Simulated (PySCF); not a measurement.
## EPR parameters of C5H6ClO2

Species: C5H6ClO2 (doublet state).
Structure used (GFN2-xTB), in Å, numbered top down from 1:
```
atom  x, y, z in Å
C1    -1.7327    1.1316   -0.2634
C2    -0.5091    0.3067   -0.1668
C3    -0.4495   -1.0593    0.4486
O4     0.9062   -1.4823    0.3259
C5     1.6002   -0.4810   -0.2993
O6     2.9077   -0.6594   -0.5229
C7     0.7795    0.5874   -0.6011
Cl8    1.3024    2.0137   -1.3893
H9    -2.1523    1.3283    0.7256
H10   -1.4967    2.0787   -0.7401
H11   -2.5017    0.6236   -0.8498
H12   -1.0920   -1.7918   -0.0635
H13   -0.7220   -1.0664    1.5149
H14    3.1592   -1.5304   -0.1907
```

The hyperfine couplings belong to this conformer and change with its torsions.

The species is `C[C]1COC(O)=C1Cl` [radical].

The calculation used PySCF, UKS B3LYP, pcH-1 on C Cl H O, non-relativistic, mean-field spin-orbit, GIAO. One conformer (not necessarily the lowest) at the GFN2-xTB geometry, without solvent, vibrations or thermal averaging. A GFN2-xTB geometry isn't a minimum of the functional, and hyperfine couplings can be far from their values at a DFT geometry. No stability test was run, so a lower SCF solution isn't excluded.

```json
{"g1, g2, g3": "2.00211, 2.00320, 2.00370", "g_iso": "2.00300", "Form of g": "rhombic: the two nearest values differ by 32 % of g3 − g1", "⟨S²⟩": "0.7677 (exact 0.7500)", "α and β electrons": "35, 34", "HOMO–LUMO gap, α and β orbitals": "4.54, 5.59 eV"}
```

Hyperfine couplings atom by atom, in MHz; T1 to T3 are the principal values of the dipolar part; ρ(0) is the spin density at the nucleus:

```csv
atom,isotope,a_iso,of which spin–orbit,T1,T2,T3,Mulliken spin population,ρ(0) (bohr⁻³)
C1,13C,-23.6,0.0,-1.1,-0.4,1.5,-0.05,-0.0210
C2,13C,58.3,0.0,-53.4,-52.2,105.6,0.61,0.0519
C3,13C,-29.8,0.0,-1.8,0.9,0.9,-0.06,-0.0265
O4,17O,-10.6,0.0,-30.6,14.1,16.6,0.05,0.0176
C5,13C,43.2,0.0,-43.4,-42.2,85.6,0.41,0.0384
O6,17O,-10.5,0.0,-32.8,15.4,17.4,0.06,0.0174
C7,13C,-47.8,0.0,-18.3,8.4,9.8,-0.16,-0.0425
Cl8,35Cl,-1.1,0.0,-4.1,1.0,3.1,-0.01,-0.0027
H9,1H,67.2,0.0,-3.2,-2.9,6.1,0.03,0.0150
H10,1H,2.4,0.0,-3.5,-2.5,6.0,0.00,0.0005
H11,1H,69.7,0.0,-3.2,-2.9,6.1,0.03,0.0156
H12,1H,95.6,0.0,-3.3,-1.3,4.6,0.05,0.0214
H13,1H,95.3,0.0,-3.3,-1.3,4.6,0.05,0.0213
H14,1H,-6.0,0.0,-6.1,-5.0,11.1,0.00,-0.0014
```

The Mulliken spin populations are largest on C2 (+0.61), C5 (+0.41), C7 (-0.16) and C3 (-0.06). The angles at C2 add up to 360.0°, so it is planar.

Axes: g2 points within 9° of the C2–C7 bond and g3 points within 11° of the C5–C7 bond.

Under fast tumbling the dipolar parts average out, and these isotropic splittings remain: 2 × 1H (H12/H13, I = 1/2, 3 lines) with 3.40 mT, 3 × 1H (H9/H10/H11, I = 1/2, 4 lines) with 1.66 mT, 1 × 1H (H14, I = 1/2, 2 lines) with 0.21 mT and 1 × 35Cl (Cl8, I = 3/2, 4 lines) with 0.04 mT.

Nuclei that the bonding pattern makes equivalent are averaged, as if the motion that swaps them (rotation, inversion, ring flip) were fast. The three 1H nuclei of mean +46.4 MHz run from 2.4 to 69.7 MHz in the frozen geometry.

Main isotope only: 35Cl (natural samples also hold 24 % 37Cl, magnetic too, which adds its own pattern).

The 17O coupling of O4 (-10.6 MHz) shows only in satellite lines or after enrichment, since that isotope makes up about 0.038 % of natural oxygen.

The 13C coupling of C2 (58.3 MHz) shows only in satellite lines or after enrichment, since that isotope makes up about 1.07 % of natural carbon.

β density exceeds α density at some nuclei, such as C7 (-0.0425), C3 (-0.0265) and C1 (-0.0210), spin density in bohr⁻³. In a single determinant that takes different orbitals for the two spins, that is spin polarisation.
